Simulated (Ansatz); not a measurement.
C2H7NO2Si can be A, `N[SiH](C=O)CO`, or B, `C[SiH](O)C(N)=O`.

Gas-phase electronic energies from Ansatz, PBE0-D4/def2-TZVP geometries. CCSD(T)/CBS adds triple-zeta CCSD(T) − MP2 to the extrapolated MP2 energy (def2 sets, frozen cores). DFT in def2-TZVPP. B3LYP here is the variant with VWN-RPA as its local correlation; programs differ in this. One conformer a species, not always the lowest.

A:

Z-matrix (Å, degrees):
```
Si
C 1 1.924
N 1 1.714 2 110.8
C 1 1.885 2 106.6 3 115.3
H 1 1.490 2 105.7 3 -126.7
O 2 1.208 1 120.6 3 177.5
H 2 1.119 1 120.2 3 -4.9
H 3 1.007 1 121.5 2 -74.8
H 3 1.010 1 116.0 2 145.6
O 4 1.422 1 107.4 2 -169.2
H 4 1.099 1 109.2 2 -48.2
H 4 1.098 1 109.2 2 68.9
H 10 0.960 4 108.9 1 -179.7
```

B:

Z-matrix (Å, degrees):
```
C
Si 1 1.859
H 1 1.092 2 110.9
H 1 1.094 2 111.1 3 -120.7
H 1 1.093 2 110.3 3 119.8
O 2 1.637 1 112.8 3 -60.1
C 2 1.928 1 111.8 3 53.1
H 2 1.490 1 109.6 3 175.1
H 6 0.968 2 109.5 1 118.1
N 7 1.349 2 122.4 1 63.3
O 7 1.225 2 115.7 1 -115.7
H 10 1.004 7 121.6 2 4.4
H 10 1.009 7 119.3 2 179.1
```

Which is lower in electronic energy at CCSD(T)/CBS, and by how much? (Estimate.)

The calculation gave: B, by 210.2 kJ/mol.

Give E(B) − E(A) in kJ/mol with CCSD(T)/def2-TZVPP, ωB97M-V, r2SCAN-D4, PBE-D4, CCSD/def2-TZVPP, HF/def2-TZVPP, B3LYP-D4. (Estimate.)

Ansatz gave: CCSD(T)/def2-TZVPP -209.5, ωB97M-V -215.5, r2SCAN-D4 -231.3, PBE-D4 -221.6, CCSD/def2-TZVPP -206.7, HF/def2-TZVPP -207.7, B3LYP-D4 -216.3. None reverses the order clearly.

Largest T1 diagnostic: 0.015.
